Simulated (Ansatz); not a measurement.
The first iterations of a band of C2H8ClNSSi (14 atoms, charge 0, multiplicity 1).

Computed with Ansatz 0.2.0, RKS B3LYP/STO-3G.

* movable images: 5
* climbing image: yes
* spring: 5.0 eV/Å²
* optimiser: quadratic models (default)
* start path: IDPP
* force threshold: 0.03 eV/Å
* iteration limit: 60
* end points: relaxed

First end point:

```xyz
14
Properties=species:S:1:pos:R:3
C -1.054 -0.821 0.951
Si 0.178 -0.232 -0.353
N 1.879 -0.574 -0.021
S -0.266 -1.097 -2.255
C 0.083 1.666 -0.424
Cl 0.637 2.412 1.190
H -0.858 -0.334 1.915
H -0.992 -1.907 1.103
H -2.086 -0.583 0.662
H 2.033 -1.564 0.287
H 2.227 0.018 0.773
H -1.603 -1.153 -2.010
H -0.938 2.046 -0.596
H 0.745 2.093 -1.195
```

Last end point:

```xyz
14
Properties=species:S:1:pos:R:3
C -1.027 -1.120 0.837
Si 0.177 -0.275 -0.330
N 1.809 -0.800 0.082
S -0.104 -0.755 -2.395
C -0.074 1.615 -0.134
Cl 0.420 2.173 1.572
H -0.889 -0.757 1.864
H -0.875 -2.207 0.837
H -2.069 -0.925 0.552
H 2.015 -0.636 1.098
H 2.545 -0.256 -0.432
H -1.354 -0.219 -2.428
H -1.127 1.924 -0.259
H 0.540 2.209 -0.833
```

| iteration | highest image above the first end (eV) | largest band force component (eV/Å) |
| --- | --- | --- |
| 1 | 0.087 | 0.545 |
| 2 | 0.097 | 0.493 |
| 3 | 0.047 | 0.205 |

**Question.** Does the band converge within its limit, and where does its top end?

**Answer.** It converged. It ended after 10 iterations with the highest image 0.042 eV above the first end. A vibrational analysis at the climbing image gives one clearly imaginary mode, 170i cm⁻¹: a first-order saddle point. Limits of this set-up: minimal basis.

Run time: 120 s on 1 CPU thread of a shared host.
